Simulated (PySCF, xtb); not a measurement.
ClF3HNW, SMILES [W]([F])(=[NH])([F])([F])[Cl], multiplicity 1.

Harmonic wavenumbers (cm⁻¹) from xtb with GFN2-xTB at its own minimum, in rising order: 74, 164, 175, 204, 208, 239, 290, 308, 373, 408, 426, 616, 629, 918, 3343.

**Question.** What does PBE-D3(BJ)/def2-SVP run with PySCF give at its own minimum? (The exact figures need the calculation; the answer reports its results.)

**Answer.** 97, 178, 204, 225, 253, 276, 305, 377, 473, 517, 635, 675, 681, 1054, 3587. Paired by order, the mean absolute difference is 78 cm⁻¹ and the zero-point energies are 12.0 and 13.6 kcal/mol.
